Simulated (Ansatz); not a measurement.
Ansatz results at the PBE0-D4/def2-TZVP geometry: size of the dipole moment (B3LYP/def2-TZVPP) 2.42 D; LUMO energy (B3LYP/def2-TZVPP) -1.18 eV; HOMO–LUMO gap (PBE/def2-TZVPP) 4.81 eV.

Each molecule was computed in one conformer, which needn't be the lowest.

Which molecule gave them?
A. `N[Si](Cl)(Cl)[Si](N)(Cl)Cl`
B. `C[SiH](C)[SiH2]F`
C. `C=C[SiH2][SiH](F)F`
D. `C[SiH](O)O[Si](C)(O)O`

C. The others give `C[SiH](C)[SiH2]F`: 1.64, -0.61, 5.31; `C[SiH](O)O[Si](C)(O)O`: 1.90, 0.20, 6.64; `N[Si](Cl)(Cl)[Si](N)(Cl)Cl`: 3.16, -0.56, 5.12.

B3LYP here is the variant with VWN-RPA as its local correlation; programs differ in this.
